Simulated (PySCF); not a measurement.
CH₅BClN, SMILES CNBCl. Geometry: PBE-D3(BJ)/def2-SVP. Other conformers were not sampled.

Q: Give the equilibrium geometry at PBE-D3(BJ)/def2-SVP (PySCF confirms it by a frequency run) as bond lengths and angles, and its point group. (An estimate is asked for; the answer gives what the named calculation found.)

A: Several could match; the one computed here: point group Cs.
Atoms: B1 Cl2 H3 N4 C5 H6 H7 H8 H9. Bonds (Å): B1–Cl2 1.782, B1–H3 1.213, B1–N4 1.396, N4–C5 1.451, N4–H6 1.024, C5–H7 1.112, C5–H8 1.112, C5–H9 1.106. Bond angles (°): Cl2–B1–H3 119.4, Cl2–B1–N4 119.6, H3–B1–N4 121.1, B1–N4–C5 126.5, B1–N4–H6 118.6, C5–N4–H6 115.0, N4–C5–H7 111.9, N4–C5–H8 111.9, N4–C5–H9 109.4, H7–C5–H8 107.7, H7–C5–H9 107.9, H8–C5–H9 107.9.
Charge 0, spin multiplicity 1.
